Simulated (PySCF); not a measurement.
# Spinor energies of Cd (cadmium, neutral)

Start: [Kr] 4d10 5s2. Calculated with PySCF 2.14 in x2c-TZVPall-2c with one added diffuse shell each of s, p, d type (9s10p8d1f, 86 functions): generalised Hartree-Fock with the X2C-1e Hamiltonian and a Gaussian nucleus; one run each with spin-orbit coupling (SO) switched off, then screened by Boettger's factors.

```
spinor shell  electrons  ε, spin-free (eV)  ε, screened SO (eV)  weight of nominal j (screened SO)  rms radius, screened SO (bohr)
       1s1/2          2           -26846.2             -26844.0                              1.000                          0.0348
       2s1/2          2            -4074.0              -4073.4                              1.000                           0.142
       2p1/2          2            -3648.5              -3781.8                              1.000                           0.124
       2p3/2          4            -3648.5              -3587.2                              1.000                           0.128
       3s1/2          2            -797.44              -797.30                              1.000                           0.381
       3p1/2          2            -654.35              -678.98                              1.000                           0.375
       3d3/2          4            -431.07              -435.32                              1.000                           0.362
       3d5/2          6            -431.07              -428.11                              1.000                           0.365
       4s1/2          2            -129.08              -129.06                              1.000                           0.942
       4p1/2          2            -84.785              -89.025                              1.000                            1.01
       4p3/2          4            -84.785              -82.839                              1.000                            1.05
       4d3/2          4            -19.620              -20.113                              1.000                            1.38
       4d5/2          6            -19.620              -19.290                              1.000                            1.40
       5s1/2          2             -7.653               -7.655                              1.000                            3.33
```

(1) Where does 3p3/2 lie, and what is the 3p spin-orbit splitting (screened SO)?

```tsv
quantity	spin-free	screened SO
E (hartree)	-5590.77540	-5591.90019
M_J	0	0
⟨J²⟩	0.000	0.000
⟨L²⟩	0.000	0.016
⟨S²⟩	0.000	0.016
```

Breit and QED terms are absent; they matter most for the inner s and p1/2 levels.

Densities and radii are taken from the X2C orbitals without a picture-change correction, which distorts them close to the nucleus.

Without spin-orbit coupling the j labels of p, d and f shells carry no meaning; the spin-free column gives the mean over the occupied spinors of each nl shell.

## Answers

(1) At -643.00 eV, 35.980 eV above 3p1/2.
